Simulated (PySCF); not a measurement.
## Partial charges of `CCOC(C)(C)C`

Species: C6H14O.
Numbering: `[CH3:1][CH2:2][O:3][C:4]([CH3:5])([CH3:6])[CH3:7]` (hydrogens: H8, H9, H10 on C1; H11, H12 on C2; H13, H14, H15 on C5; H16, H17, H18 on C6; H19, H20, H21 on C7)

Geometry (GFN2-xTB, Å), atoms numbered from 1 in this order:
```xyz
21
C6H14O angstrom
C      2.904   -0.187    0.241
C      1.492   -0.530   -0.211
O      0.605    0.339    0.458
C     -0.791    0.213    0.199
C     -1.424    1.295    1.080
C     -1.129    0.487   -1.274
C     -1.329   -1.165    0.607
H      2.987   -0.311    1.317
H      3.621   -0.836   -0.252
H      3.129    0.848   -0.003
H      1.414   -0.406   -1.301
H      1.271   -1.579    0.033
H     -1.030    2.268    0.800
H     -1.173    1.113    2.120
H     -2.504    1.300    0.966
H     -0.782   -0.319   -1.916
H     -2.206    0.574   -1.390
H     -0.665    1.417   -1.594
H     -0.978   -1.942   -0.068
H     -1.007   -1.405    1.618
H     -2.415   -1.156    0.578
```

Density: PBE0/pcSseg-1 (PySCF); schemes: Mulliken, IAO, Hirshfeld and ESP-fitted. The structure is a single GFN2-xTB conformer in the gas phase; no vibrational or solvent corrections.

Atoms with like bonding are taken together and averaged. At which atom do the 4 schemes differ most?

At C4: from -0.223 (Mulliken) to +0.754 e (ESP-fitted), 0.977 e apart.

Do the Mulliken, IAO, Hirshfeld and ESP-fitted schemes agree on where the charge is lowest?

The schemes don't all agree: Mulliken O3 (-0.513); IAO C5/C6/C7 (-0.431); Hirshfeld O3 (-0.132); ESP-fitted C5/C6/C7 (-0.558).

Give the atomic charges in each scheme.

In e; atoms taken as equivalent share a row and are averaged (×n: the atom named and its like, n in all):

```csv
atom,environment,Mulliken,IAO,Hirshfeld,ESP-fitted
C1,methyl carbon,-0.269,-0.420,-0.123,-0.429
C2,sp3 carbon bound to oxygen,+0.024,-0.040,+0.004,+0.414
O3,ether oxygen,-0.513,-0.413,-0.132,-0.532
C4,sp3 carbon bound to oxygen,-0.223,+0.244,+0.096,+0.754
C5/C6/C7,methyl carbon,-0.182,-0.431,-0.128,-0.558
H8/H9/H10,methyl hydrogen,+0.112,+0.145,+0.042,+0.110
H11/H12,methylene hydrogen,+0.094,+0.111,+0.031,-0.029
H13 (×9),methyl hydrogen,+0.111,+0.140,+0.039,+0.132
```

Mean size of the charges over all atoms: ESP-fitted 0.256 e, IAO 0.206 e, Mulliken 0.148 e, Hirshfeld 0.061 e. Each set sums to the total charge, 0, to within 0.001 e. The IAO scheme counts the electrons in orthogonalised intrinsic atomic orbitals, a minimal basis polarised so that it spans the occupied orbitals exactly. The Hirshfeld scheme weights the molecular density at each point by an atom's share of the summed free-atom densities.

Some averages cover members that differ in this geometry: C5/C6/C7, ESP-fitted -0.655 to -0.504; H13 (×9), ESP-fitted +0.101 to +0.162; C5/C6/C7, Mulliken -0.191 to -0.165; H8/H9/H10, ESP-fitted +0.094 to +0.119 e.

Sum the charges by element, for elements with more than one atom.

| element | atoms | Mulliken | IAO | Hirshfeld | ESP-fitted |
| --- | --- | --- | --- | --- | --- |
| C | 6 | -1.014 | -1.508 | -0.408 | -0.933 |
| H | 14 | +1.527 | +1.921 | +0.540 | +1.465 |

How closely do the schemes follow one another over all atoms?

Correlation coefficient and root-mean-square difference: IAO with Hirshfeld 1.00, 0.169 e; Hirshfeld with ESP-fitted 0.91, 0.270 e; IAO with ESP-fitted 0.88, 0.168 e; Mulliken with IAO 0.80, 0.147 e; Mulliken with Hirshfeld 0.77, 0.129 e; Mulliken with ESP-fitted 0.56, 0.277 e.
